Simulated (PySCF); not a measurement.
**`InChI=1S/C8H14/c1-2-4-6-8-7-5-3-1/h1-2H,3-8H2/b2-1+`**

Geometry:
```csv
atom,x (Å),y (Å),z (Å)
C1,0.614,-1.391,0.540
C2,-0.275,-1.558,-0.444
C3,-1.719,-1.259,-0.248
C4,-1.876,0.251,-0.541
C5,-0.877,1.175,0.177
C6,0.557,1.314,-0.406
C7,1.737,0.745,0.401
C8,1.948,-0.783,0.290
H9,0.246,-1.351,1.575
H10,0.088,-1.552,-1.481
H11,-2.392,-1.837,-0.902
H12,-2.014,-1.460,0.796
H13,-1.790,0.415,-1.630
H14,-2.902,0.558,-0.273
H15,-1.331,2.179,0.181
H16,-0.818,0.888,1.242
H17,0.760,2.390,-0.534
H18,0.584,0.899,-1.428
H19,2.665,1.253,0.085
H20,1.599,1.010,1.465
H21,2.297,-1.029,-0.728
H22,2.730,-1.104,0.997
```

Level of theory: PySCF, TDDFT CAM-B3LYP/aug-cc-pVDZ circular dichroism and optical rotation, one conformer, IEF-PCM acetonitrile (non-equilibrium linear response, no local-field factor). Geometry: PBE0-D3(BJ)/def2-SVP.

States above about 7.9 eV (minus the energy of the highest occupied orbital) lie near or above the ionisation threshold and depend on the basis. No stereocentre is labelled: unless the shape is locked (an allene, a helicene, a hindered biaryl), the mirror image is equally populated and a measured rotation or CD is zero. Singlets 7 and 8 lie within 0.01 eV of each other, so their separate moments and overlaps can depend on how they mix.

Question: List the lowest 12 singlet excitations with oscillator and rotatory strengths.

Answer: Rotatory strengths R in 10⁻⁴⁰ esu² cm², velocity form and length form (origin at the centre of mass); f in length form.
```csv
state,E (eV),λ (nm),f,R (velocity),R (length),main
1,6.07,204,0.115,-55.4,-56.3,"HOMO→LUMO+2 0.43, HOMO→LUMO+1 0.19"
2,6.12,203,0.036,-10.2,-10.3,"HOMO→LUMO 0.66, HOMO→LUMO+3 0.24"
3,6.41,193,0.194,-89.9,-91.7,"HOMO→LUMO+2 0.43, HOMO→LUMO+9 0.19"
4,6.56,189,0.008,+17.6,+17.8,"HOMO→LUMO+1 0.57, HOMO→LUMO+4 0.29"
5,6.82,182,0.0001,-0.3,-0.3,"HOMO→LUMO+3 0.57, HOMO→LUMO 0.28"
6,7.24,171,0.005,+13.5,+14.2,"HOMO→LUMO+5 0.36, HOMO→LUMO+8 0.30"
7,7.28,170,0.012,-9.0,-9.0,"HOMO→LUMO+6 0.55, HOMO→LUMO+4 0.17"
8,7.29,170,8e-05,+1.4,+1.3,"HOMO→LUMO+7 0.71, HOMO→LUMO+8 0.13"
9,7.37,168,0.041,-12.6,-12.9,"HOMO→LUMO+5 0.39, HOMO→LUMO+8 0.34"
10,7.44,167,0.0002,+7.2,+6.6,"HOMO→LUMO+9 0.41, HOMO→LUMO+6 0.14"
11,7.53,165,0.099,+67.7,+69.4,"HOMO→LUMO+9 0.21, HOMO−1→LUMO+4 0.18"
12,7.95,156,0.021,+38.4,+39.3,HOMO→LUMO+11 0.67
```

Among the states computed, the strongest CD band (largest |R|) is state 3. The largest dissymmetry factor in size, g = 4R/(D+G), with D and G the electric and magnetic dipole strengths, is +0.3 for state 10 (velocity form, f = 0.0003), among bands with |R| over 0.5. The mirror image has the same energies and oscillator strengths and all R with the opposite sign.
